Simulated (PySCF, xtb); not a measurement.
SnBrI, SMILES [Br][Sn][I] (connectivity only; charge and spin as stated), neutral, multiplicity 1.

GFN2-xTB (xtb 6.7.1) at its own geometry gives an orbital gap of 3.80 eV and a dipole moment of 9.22 D.

Geometry optimised at B3LYP-D3(BJ)/def2-SVP. The def2 effective core potentials stand for the cores of I, Sn; spin–orbit coupling is left out.

What does PBE0/def2-TZVPD (PySCF) give? (An estimate is asked for; the answer gives what the named calculation found.)

gap 4.08 eV (levels -7.46 and -3.38 eV), dipole 3.01 D.
